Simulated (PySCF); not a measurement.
$^{19}$F chemical shifts

Computational details: geometry: GFN2-xTB, σ from GIAO-PBE0/pcSseg-1, in PySCF 2.14 (fast rotation and ring inversion assumed for equivalent nuclei, non-relativistic, a single conformation, isolated molecule).

Shieldings were converted by a linear fit to measured shifts: $^{19}$F: δ = 146.13 − 0.903σ +14.6 on sp3 carbon (rms 6.0 ppm, 223 shifts, 7.0 ppm with the 5 outliers that the fit left out vs CFCl3, solution or neat liquid). Occasional misses reach two or three times the rms, and more in compound classes unlike the fitted ones.

Q: Give the $^{19}$F shifts of `Fc1cc(F)c(F)c(F)c1`, `CCC[Si@@H]([SiH2]C)C(F)(F)F`, `F[C@@H]1C=CC[C@@H]1F`, `Fc1ccc(F)c(F)c1F`, `CC[C@H]([SiH3])C[SiH2]C(F)(F)F`, `C=C/C=C(/F)CF`, `FC(F)(F)CP=C=C[SiH3]`, `C=C=C(CF)CF`.

A: 
```
                                                     compound                     environment  δ (ppm)
[F:1][c:2]1[cH:3][c:4]([F:5])[c:6]([F:7])[c:8]([F:9])[cH:10]1               F1: aryl fluorine   -114.0
[F:1][c:2]1[cH:3][c:4]([F:5])[c:6]([F:7])[c:8]([F:9])[cH:10]1        F5/9: aryl fluorine (×2)   -131.5
[F:1][c:2]1[cH:3][c:4]([F:5])[c:6]([F:7])[c:8]([F:9])[cH:10]1               F7: aryl fluorine   -169.6
                                  CCC[Si@@H]([SiH2]C)C(F)(F)F    fluorine of a CF3 group (×3)    -54.7
             [F:1][C@@H:2]1[CH:3]=[CH:4][CH2:5][C@@H:6]1[F:7]   F7: fluorine on an sp3 carbon   -193.1
             [F:1][C@@H:2]1[CH:3]=[CH:4][CH2:5][C@@H:6]1[F:7]   F1: fluorine on an sp3 carbon   -203.7
  [F:1][c:2]1[cH:3][cH:4][c:5]([F:6])[c:7]([F:8])[c:9]1[F:10]        F1/6: aryl fluorine (×2)   -139.9
  [F:1][c:2]1[cH:3][cH:4][c:5]([F:6])[c:7]([F:8])[c:9]1[F:10]       F8/10: aryl fluorine (×2)   -158.6
                               CC[C@H]([SiH3])C[SiH2]C(F)(F)F    fluorine of a CF3 group (×3)    -56.7
              [CH2:1]=[CH:2]/[CH:3]=[C:4](/[F:5])[CH2:6][F:7]            F5: vinylic fluorine   -101.0
              [CH2:1]=[CH:2]/[CH:3]=[C:4](/[F:5])[CH2:6][F:7]   F7: fluorine on an sp3 carbon   -220.0
                                         FC(F)(F)CP=C=C[SiH3]    fluorine of a CF3 group (×3)    -61.7
                                                  C=C=C(CF)CF  fluorine on an sp3 carbon (×2)   -213.3
```
